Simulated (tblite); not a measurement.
C2H12OSSi4.
SMILES with atom numbers: `[CH3:1][S:2][SiH2:3][Si@@H:4]([CH:5]=[O:6])[SiH2:7][SiH3:8]` (hydrogens: H9, H10, H11 on C1; H12, H13 on Si3; H14 on Si4; H15 on C5; H16, H17 on Si7; H18, H19, H20 on Si8)

Structure optimised with GFN2-xTB, isolated species.

Task: Give the optimised bond lengths and angles.

Result: 
```tsv
bond	length (pm)
C1–S2	181.5
S2–Si3	215.6
Si3–Si4	231.5
Si4–C5	190.4
C5=O6	121.2
Si4–Si7	234.0
Si7–Si8	232.4
C1–H9, C1–H10, C1–H11	108.5
Si3–H12	146.5
Si3–H13	146.9
Si4–H14	147.6
C5–H15	110.9
Si7–H16	147.5
Si7–H17	147.1
Si8–H18, Si8–H19, Si8–H20	146.4
```

Bonds in one row agree within 1 pm and their mean is given. A selection of angles:
```tsv
angle	degrees
C1–S2–Si3	99.8
S2–Si3–Si4	104.6
Si3–Si4–C5	100.9
Si3–Si4–Si7	115.7
C5–Si4–Si7	104.2
Si4–C5–O6	120.7
Si4–Si7–Si8	111.7
```

Torsions: C1–S2–Si3–Si4 174° (antiperiplanar); S2–Si3–Si4–C5 -169° (antiperiplanar); Si3–Si4–C5–O6 67° (synclinal); Si3–Si4–Si7–Si8 -53° (synclinal).

Si3 (SiH2 silicon) is distorted tetrahedral (angles from 104.6° to 120.0°). Si4 (SiH silicon) is distorted tetrahedral (angles from 100.9° to 119.6°). S2 (sulfur bonded to C and Si) is bent (angle 99.8°). Si7 (SiH2 silicon) is distorted tetrahedral (angles from 103.7° to 113.1°). Of the pairs four or more bonds apart, O6···Si8 is among the closest relative to their van der Waals radii: 3.63 Å, 100 % of the sum of Bondi's values. The 3 Si–Si bonds span 2.315 Å (Si3–Si4, drawn single) to 2.340 Å (Si4–Si7, drawn single), a spread of 0.025 Å. Si8 (SiH3 silicon) is tetrahedral (angles from 106.7° to 112.5°).

Point group: C1 (no symmetry element, even within 0.4 Å). GFN2-xTB frequencies show an imaginary mode (37i cm⁻¹), so the point is no minimum at that level. 3 starts were optimised and ended at 0.00, 0.95 and 1.63 kcal/mol (GFN2-xTB); the lowest of these is shown.

The numbers are calculated, not measured.
